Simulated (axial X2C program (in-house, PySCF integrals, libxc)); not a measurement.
**YbC: the levels of the configuration f13 s1**

Computed with an axial X2C code built on PySCF integrals: two-component X2C with atomic mean-field Coulomb and Gaunt terms, basis Yb dyall-v3z, C dyall-v3z (cores contracted in-house). Orbitals come from Hartree–Fock averaged over the configuration Yb f13 s1; CI then distributes these electrons over the f, s shells of Yb. The speed of light was multiplied by 100, so these are model numbers.

R = 2.055 Å (near the minimum of the configuration average).

Lowest levels of this model:

```csv
Ω,energy (cm⁻¹),g∥,μ (D),configuration
0,0,0.00,-4.57,100% f13 s1
1,10,3.97,-4.57,100% f13 s1
2,185,5.91,-4.56,100% f13 s1
1,228,1.93,-4.56,100% f13 s1
0,308,0.00,-4.56,100% f13 s1
0,322,0.00,-4.56,100% f13 s1
0,539,0.00,-4.57,100% f13 s1
1,678,1.64,-4.56,100% f13 s1
2,1056,4.05,-4.56,100% f13 s1
1,1078,0.46,-4.56,100% f13 s1
3,1169,7.98,-4.57,100% f13 s1
2,1413,3.99,-4.57,100% f13 s1
2,1885,2.04,-4.56,100% f13 s1
3,1888,6.00,-4.56,100% f13 s1
4,1901,9.98,-4.56,100% f13 s1
3,2087,6.00,-4.56,100% f13 s1
```

g∥ is the magnitude of 2⟨Lz + ge Sz⟩ for the +Ω component. μ is positive if the C end is positive.

This point took 1.3 s on 1 thread of Arm Neoverse V2 (shared host).

Dynamic correlation is missing, so gaps between terms are too wide and other configurations may lie lower; the lowest level listed is that of this model, not necessarily the ground state. At most 4 roots were kept for each Ω > 0 (twice that for Ω = 0) within 2.2 eV of the lowest, so higher up levels can be missing between those listed; levels with Ω > 0 are doubly degenerate and listed once, Ω = 0 levels singly. Along the bond the averaged SCF switches between close solutions, so this one may not be the lowest.
